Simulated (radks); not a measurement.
Species: Rb IV. Configuration: [Ar] 3d10 4s2 4p4.

Calculated with a radial shooting solver on a logarithmic mesh with Libxc functionals: Dirac Kohn-Sham, LDA (Slater exchange, Perdew-Zunger correlation), spin-unpolarised, spherical densities, point nucleus; open shells fill j = l - 1/2 first.

Energy parts (eV):
total: -80961.137
kinetic: 83245.856
electron-nucleus: -194413.669
Hartree: 32822.481
exchange-correlation: -2615.806

Orbitals (lengths in bohr, moments of r in powers of bohr):
| orbital | occ. | eigenvalue (eV) | <r> |
|---|---|---|---|
| 1s1/2 | 2 | -15040.71 | 0.04034 |
| 2s1/2 | 2 | -2040.334 | 0.1778 |
| 2p1/2 | 2 | -1855.546 | 0.1524 |
| 2p3/2 | 4 | -1794.866 | 0.1564 |
| 3s1/2 | 2 | -332.3562 | 0.5112 |
| 3p1/2 | 2 | -266.1067 | 0.5118 |
| 3p3/2 | 4 | -256.9548 | 0.5224 |
| 3d3/2 | 4 | -140.5204 | 0.5219 |
| 3d5/2 | 6 | -138.9620 | 0.5257 |
| 4s1/2 | 2 | -64.1300 | 1.390 |
| 4p1/2 | 2 | -47.6004 | 1.553 |
| 4p3/2 | 2 | -46.5013 | 1.580 |

The highest occupied level is 4p3/2 at -46.501 eV. For comparison, the ionisation energy in NIST's Atomic Spectra Database is 52.2 eV (semi-empirical). In exact Kohn-Sham theory the highest level is minus the ionisation energy, but local and semilocal functionals leave it too shallow, through self-interaction and a potential that decays too fast; potentials with the right tail come closer. The density falls to 0.001 e/bohr^3 at r = 3.21 bohr. Summed over all electrons, <r^2> = 21.68 bohr^2, which gives a Langevin (diamagnetic) susceptibility term of -17.2 x 10^-6 cm^3/mol.

Beside tabulated values, note that spin-unpolarised runs miss the spin-polarisation part of the exchange energy of open shells.
